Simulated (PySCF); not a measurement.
Dipole response of Al³⁺ (aluminium, charge +3)

[Ne], closed-shell 1S. Computed with PySCF 2.14 in aug-cc-pV(T+d)Z with one added diffuse shell each of s, p, d, f type (7s6p5d3f, 71 functions), with the non-relativistic Hamiltonian (point nucleus). Coupled (time-dependent) response in atomic units; α is the mean over directions.

```json
{"method": "UHF", "mean α (bohr³)": "0.2512", "C₆ (like pair)": "0.2164", "S(−4)": "0.01406"}
{"method": "PBE", "mean α (bohr³)": "0.2675", "C₆ (like pair)": "0.2340", "S(−4)": "0.01695"}
{"method": "PBE0", "mean α (bohr³)": "0.2626", "C₆ (like pair)": "0.2288", "S(−4)": "0.01601"}
{"method": "M06", "mean α (bohr³)": "0.2614", "C₆ (like pair)": "0.2269", "S(−4)": "0.01595"}
{"method": "PBEsol", "mean α (bohr³)": "0.2682", "C₆ (like pair)": "0.2354", "S(−4)": "0.01695"}
```

S(−4) is the Cauchy moment in α(ω) = α(0) + S(−4) ω² + …

α(iu) at M06:

```json
{"u (hartree)": "0", "α(iu) (bohr³)": "0.2614"}
{"u (hartree)": "0.0500", "α(iu) (bohr³)": "0.2614"}
{"u (hartree)": "0.100", "α(iu) (bohr³)": "0.2613"}
{"u (hartree)": "0.200", "α(iu) (bohr³)": "0.2608"}
{"u (hartree)": "0.300", "α(iu) (bohr³)": "0.2600"}
{"u (hartree)": "0.500", "α(iu) (bohr³)": "0.2575"}
{"u (hartree)": "0.750", "α(iu) (bohr³)": "0.2528"}
{"u (hartree)": "1.00", "α(iu) (bohr³)": "0.2467"}
{"u (hartree)": "1.50", "α(iu) (bohr³)": "0.2310"}
{"u (hartree)": "2.00", "α(iu) (bohr³)": "0.2128"}
{"u (hartree)": "3.00", "α(iu) (bohr³)": "0.1756"}
{"u (hartree)": "5.00", "α(iu) (bohr³)": "0.1161"}
```

A single London oscillator, α(iu) = α/(1 + u²/ω²), gives C₆ = (3/4) ω α². Matching the computed C₆ needs ω = 4 × 0.2269 / (3 × 0.2614²) = 4.43 hartree.

For an ion, C₆ is the dispersion term alone; charge-induced terms of lower order in 1/R come first.
